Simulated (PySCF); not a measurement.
In(OMe)(NH2)2 (CH₇InN₂O), SMILES [NH2][In]([NH2])[O]C.

Coordinates come from a B3LYP-D3(BJ)/def2-SVP optimisation. The structure was generated by enumeration; whether it is a known compound was not checked. The def2 effective core potentials stand for the cores of In; spin–orbit coupling is left out. The values are those of a single conformer.

All values below come from M06-2X/def2-TZVP (PySCF).

Gas-phase values at a fixed geometry.

Computed frontier levels, gap, dipole moment and polarisability:
```yaml
highest_occupied_level: -8.58 eV
lowest_empty_level: -0.64 eV
orbital_gap: 7.94 eV
dipole_moment: 2.93 D
quadrupole, principal values (traceless, Buckingham form, about the centre of nuclear charge): -6.88, 0.22, 6.66 D·Å
mean_static_polarisability: 66.1 bohr³ (9.79 Å³)
polarisability_principal_values: 50.9, 69.0, 78.2 bohr³
```
